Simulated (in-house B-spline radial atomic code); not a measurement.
**HSE06 excitations of Ne8+**

Method: HSE06. Computed with a B-spline radial code for spherical atoms: linear response of the closed shell 1s2 with the functional's adiabatic kernel; non-relativistic, point nucleus, no spin-orbit coupling, no double excitations, S, P, D and F terms only.

Command:
```bash
python run_td.py task.json out
```
Settings (radii: box in bohr, nucleus in fm):
```
Z                        10
electrons                2
configuration            1s2
hamiltonian              nr
method                   hse06
box_radius               11.59
intervals                47
```

Cost of the run: 0.1 s on 1 thread of Arm Neoverse N1, with other jobs on the host.

The lowest states, in the order of their Tamm-Dancoff energies; the method's threshold (minus the highest occupied level) is 1149.65 eV. Labels give the largest channel, * marks a mixed state, and oscillator strengths are full-response dipole values. Semilocal kernels can invert the small singlet-triplet splittings of Rydberg terms. Energies in eV:

```json
{"state": "1s → 2s 3S", "full response": "888.19", "Tamm-Dancoff": "888.22", "oscillator strength": "-"}
{"state": "1s → 2s 1S", "full response": "898.17", "Tamm-Dancoff": "898.27", "oscillator strength": "-"}
{"state": "1s → 2p 3P", "full response": "?", "Tamm-Dancoff": "?", "oscillator strength": "-"}
{"state": "1s → 2p 1P", "full response": "905.98", "Tamm-Dancoff": "906.01", "oscillator strength": "0.683"}
{"state": "1s → 3s 3S", "full response": "1039.66", "Tamm-Dancoff": "1039.66", "oscillator strength": "-"}
{"state": "1s → 3s 1S", "full response": "1042.14", "Tamm-Dancoff": "1042.17", "oscillator strength": "-"}
{"state": "1s → 3p 3P", "full response": "1042.99", "Tamm-Dancoff": "1043.00", "oscillator strength": "-"}
{"state": "1s → 3p 1P", "full response": "1044.79", "Tamm-Dancoff": "1044.80", "oscillator strength": "0.137"}
{"state": "1s → 3d 3D", "full response": "1045.70", "Tamm-Dancoff": "1045.70", "oscillator strength": "-"}
{"state": "1s → 3d 1D", "full response": "1045.78", "Tamm-Dancoff": "1045.78", "oscillator strength": "-"}
{"state": "1s → 4s 3S", "full response": "1089.36", "Tamm-Dancoff": "1089.37", "oscillator strength": "-"}
{"state": "1s → 4s 1S", "full response": "1090.35", "Tamm-Dancoff": "1090.36", "oscillator strength": "-"}
{"state": "1s → 4p 3P", "full response": "1090.74", "Tamm-Dancoff": "1090.75", "oscillator strength": "-"}
{"state": "1s → 4p 1P", "full response": "1091.47", "Tamm-Dancoff": "1091.47", "oscillator strength": "0.0514"}
{"state": "1s → 4d 3D", "full response": "1091.79", "Tamm-Dancoff": "1091.79", "oscillator strength": "-"}
{"state": "1s → 4d 1D", "full response": "?", "Tamm-Dancoff": "?", "oscillator strength": "-"}
```

(1) Where does 1s → 4d 1D lie?

(2) Where does 1s → 2p 3P lie?

(3) How large is the singlet-triplet splitting of 1s → 2s (S terms) in Tamm-Dancoff?

(4) What polarisabilities and dispersion coefficient does the method give?

Results:

(1) At 1091.82 eV in full response, 1091.82 eV in Tamm-Dancoff.

(2) At 898.99 eV in full response, 899.02 eV in Tamm-Dancoff.

(3) 10.1 eV, from the unrounded values.

(4) Dipole 0.00106 bohr³, quadrupole 4.11e-05 bohr⁵, C6 3.285e-05 hartree·bohr⁶ for two such species.
